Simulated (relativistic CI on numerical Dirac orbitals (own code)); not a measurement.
# Ru⁷⁺: 4s photoemission

Computed with this model: Dirac-Coulomb-Breit CI, separate exchange-only KLI orbitals for each configuration, a model potential for QED, valence Slater integrals scaled by 0.8, multiplet model of photoemission in the sudden approximation; configurations [Kr] 4d → [Ar] 3d10 4s 4p6 4d; 300 K; Lorentzian 2.8 eV and Gaussian 0.6 eV FWHM. Energies are those of the free ion, without screening or charge transfer. The energies are binding energies and can lie tens of eV above those of solids. Without intra-shell correlation the exchange splitting of an s hole comes out too large, often by half or more. S is read from ⟨S²⟩ = S(S + 1).

free ion: ground-state S = 0.50, centroid 197.77 eV. Peaks (eV, height): 197.0 (100), 200.2 (38).

Strongest unbroadened transitions for free ion:

```
Energy (eV)  Relative strength
     196.89               89.0
     197.10              100.0
     200.76               48.3
```
